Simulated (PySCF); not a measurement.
**Correlation energy of Si⁺ (silicon, charge +1)**

[Ne] 3s1 3p1 3d1, one real determinant (an excited configuration). Calculation: PySCF 2.14, in aug-cc-pCVTZ-DK with one added diffuse shell each of s, p, d, f type (9s8p6d4f, 91 functions); the spin-free X2C one-electron Hamiltonian (Gaussian nucleus). Frozen: 1s2; 11 electrons correlated.

```csv
level,correlation energy (mhartree)
CCSD,-316.16
(T),-14.76
CCSD(T),-330.92
```

Diagnostics: T1 = 0.023, D1 = 0.1032, largest double amplitude 0.462.

Is a single reference adequate?

Not fully. The real determinant used has ⟨L²⟩ near 8 against 12 for a pure F term, so it mixes terms. The outer electron is Rydberg-like, and this basis confines it to a smaller radius and binds it less than a complete one would. A double-excitation amplitude exceeds 0.15, a sign of near-degeneracy.

The reference is one real determinant that mixes LS terms of this configuration.
